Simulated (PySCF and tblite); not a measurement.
Results of a calculation; reference values are marked as such.
System: C₇H₇BF₂, numbered as in [F:1][B:2]([F:3])[C:4]1=[CH:5][CH2:6][CH:7]=[CH:8][CH:9]=[CH:10]1.

The path came from a restrained scan, a climbing-image band and a saddle search at GFN2-xTB; energies are PBE0/pcSseg-1 + D3(BJ)//B3LYP-D3(BJ)/def2-SVP, thermal terms GFN2-xTB. Rates follow Eyring's equation with the number of equivalent paths and no tunnelling. (PySCF 2.14 with density fitting, tblite 0.8.)

Tunnelling of the moving H, left out here, will speed the real process.

Task: Estimate the barrier and the room-temperature rate of the shift of H on C6 from C6 to C9.

Result: The electronic barrier is 37.6 kcal/mol and ΔG‡(298 K) 34.9 kcal/mol, over a Cs saddle with an imaginary mode of 1408i cm⁻¹ (GFN2-xTB). With 1 equivalent path, k is 1.5×10⁻¹³ s⁻¹, a mean lifetime of the start of 2.1×10⁵ years against this motion.
